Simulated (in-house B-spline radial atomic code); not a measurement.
Configurations of I2+, with energies counted from [Kr] 4d10 5s2 5p3. Method: scalar-relativistic (X2C) TPSSh, spin-polarised, spherical fractional occupations, exact exchange averaged over the configuration, Fermi nucleus of rms radius 4.75 fm. Calculated with an all-electron radial atomic-structure program (B-spline basis). Shells without spins written out take the highest spin.

Occupations are held fixed; configurations that lie above the ionisation limit could autoionise.

| configuration | E - E(ref) (eV) | highest orbital | its <r> (bohr) |
| --- | --- | --- | --- |
| [Kr] 4d10 4f1 5s2 5p2 | 20.661 | 4f up | 3.616 |
| [Kr] 4d10 5s1 5p3 6p1 | 26.874 | 6p up | 4.908 |
| [Kr] 4d10 4f1 5s1 5p3 | 28.871 | 4f up | 3.297 |
| [Ar] 3d9 4s2 4p6 4d10 5s2 5p3 6p1 | 637.93 | 6p up | 4.813 |
| [Ar] 3d9 4s2 4p6 4d10 5s2 5p3 5f1 | 643.24 | 5f up | 6.55 |

Problem. Order these further configurations by energy, lowest first.
A. [Kr] 4d10 5s1 5p3 6s1
B. [Ar] 3d10 4s2 4p5 4d10 5s2 5p3 6s1
C. [Kr] 4d9 5s2 5p3 6p1
D. [Ar] 3d10 4s2 4p5 4d10 5s2 5p3 6p1
E. [Kr] 4d10 5s2 5p2 6s1

Solution. E (15.243 eV), A (23.829 eV), C (66.964 eV), B (143.79 eV), D (146.89 eV).
